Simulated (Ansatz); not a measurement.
A first, cheap relaxation of C₃H₆O₂Si (`COC#CO[SiH3]`).

```yaml
crystal:
  periodic: [false, false, false]
  atoms:
    - {symbol: C, position_ang: [2.773900, 0.227100, 0.943600]}
    - {symbol: O, position_ang: [1.413000, 0.709500, 1.267600]}
    - {symbol: C, position_ang: [0.490700, 0.220400, 0.398300]}
    - {symbol: C, position_ang: [-0.217800, -0.209800, -0.357900]}
    - {symbol: O, position_ang: [-1.173000, -0.726100, -1.232900]}
    - {symbol: Si, position_ang: [-2.764300, -0.285200, -0.967600]}
    - {symbol: H, position_ang: [3.037700, 0.623200, -0.063000]}
    - {symbol: H, position_ang: [2.835600, -0.803000, 0.980000]}
    - {symbol: H, position_ang: [3.429900, 0.714700, 1.698500]}
    - {symbol: H, position_ang: [-2.927600, 1.174100, -1.031000]}
    - {symbol: H, position_ang: [-3.228600, -0.771800, 0.388600]}
    - {symbol: H, position_ang: [-3.592400, -0.928100, -1.990100]}
basis:
  gaussian: {orbitals: def2-SVP}
hamiltonian: {xc: pbe, dispersion: d4}
relax: {f_tol: 0.03, max_steps: 200}
```

```sh
$ ansatz run in.yaml --threads 4 --pin off --events-out ev --progress --plain --max-ram 10444MiB
```

Shortened log:

```
Functional definition: PBE
mean field -15156.19928405 eV, -556.9800504479 hartree, gradient 4.8e-5 eV, S^2 0.000000; 0 other end points of the search recorded, 0 dependent functions left out
relax step   1: F+E_penalty+E_count = -15156.42133354 eV  Δ(F+E_penalty+E_count) = +0.000e0 eV  max|allowed force component| = 1.057e1 eV/Å  Δτ_max = 0.0000 Å  (28 SCF iters, accepted)
mean field -15157.09977861 eV, -557.0131430127 hartree, gradient 1.9e-5 eV, S^2 0.000000; 0 other end points of the search recorded, 0 dependent functions left out
relax step   2: F+E_penalty+E_count = -15157.31954848 eV  Δ(F+E_penalty+E_count) = -8.982e-1 eV  max|allowed force component| = 1.597e0 eV/Å  Δτ_max = 0.0625 Å  (37 SCF iters, accepted)
mean field -15157.15810205 eV, -557.0152863595 hartree, gradient 2.1e-5 eV, S^2 0.000000; 0 other end points of the search recorded, 0 dependent functions left out
relax step   3: F+E_penalty+E_count = -15157.37850361 eV  Δ(F+E_penalty+E_count) = -5.896e-2 eV  max|allowed force component| = 4.382e-1 eV/Å  Δτ_max = 0.0275 Å  (30 SCF iters, accepted)
mean field -15157.16457576 eV, -557.0155242640 hartree, gradient 2.2e-5 eV, S^2 0.000000; 0 other end points of the search recorded, 0 dependent functions left out
relax step   4: F+E_penalty+E_count = -15157.38336360 eV  Δ(F+E_penalty+E_count) = -4.860e-3 eV  max|allowed force component| = 2.279e-1 eV/Å  Δτ_max = 0.0692 Å  (31 SCF iters, accepted)
mean field -15157.16935509 eV, -557.0156999010 hartree, gradient 1.5e-5 eV, S^2 0.000000; 0 other end points of the search recorded, 0 dependent functions left out
relax step   5: F+E_penalty+E_count = -15157.38833476 eV  Δ(F+E_penalty+E_count) = -4.971e-3 eV  max|allowed force component| = 1.114e-1 eV/Å  Δτ_max = 0.0174 Å  (31 SCF iters, accepted)
mean field -15157.17262357 eV, -557.0158200154 hartree, gradient 1.1e-5 eV, S^2 0.000000; 0 other end points of the search recorded, 0 dependent functions left out
relax step   6: F+E_penalty+E_count = -15157.39082739 eV  Δ(F+E_penalty+E_count) = -2.493e-3 eV  max|allowed force component| = 2.966e-2 eV/Å  Δτ_max = 0.0301 Å  (30 SCF iters, accepted)
mean field -15157.17262357 eV, -557.0158200154 hartree, gradient 1.1e-5 eV, S^2 0.000000; 1 other end points of the search recorded, 0 dependent functions left out
Total energy: -15157.39086713 eV, -557.0238403186 hartree
Atom 0 at     2.809668     0.271144     0.956451 Å, force     0.005953    -0.008912    -0.010581 eV/Å
Atom 1 at     1.459976     0.675458     1.228378 Å, force     0.029665    -0.009608    -0.007539 eV/Å
Atom 2 at     0.561421     0.202817     0.392288 Å, force     0.003347     0.019513     0.023126 eV/Å
Atom 3 at    -0.288695    -0.222826    -0.375209 Å, force    -0.004379    -0.017017    -0.018879 eV/Å
Atom 4 at    -1.205899    -0.685898    -1.201268 Å, force    -0.021892     0.010013     0.008144 eV/Å
Atom 5 at    -2.853938    -0.278816    -0.953834 Å, force     0.018293    -0.010365    -0.007673 eV/Å
Atom 6 at     3.132644     0.617582    -0.048910 Å, force    -0.006869    -0.000869    -0.003320 eV/Å
Atom 7 at     2.910984    -0.834299     1.009114 Å, force    -0.007105    -0.002092    -0.002897 eV/Å
Atom 8 at     3.441756     0.739937     1.732229 Å, force     0.000533     0.015748     0.021404 eV/Å
Atom 9 at    -3.017580     1.210995    -1.038775 Å, force    -0.010020     0.002630    -0.000404 eV/Å
Atom 10 at    -3.293180    -0.774394     0.393378 Å, force    -0.009181     0.001197     0.002240 eV/Å
Atom 11 at    -3.580058    -0.976700    -2.059742 Å, force     0.001656    -0.000237    -0.003622 eV/Å
Dipole moment:     0.047623    -0.019092    -0.009796 e Å
```

Run time 7.5 s (4 threads of an Arm Neoverse V2 on a shared host); peak host memory 0.16 GiB.
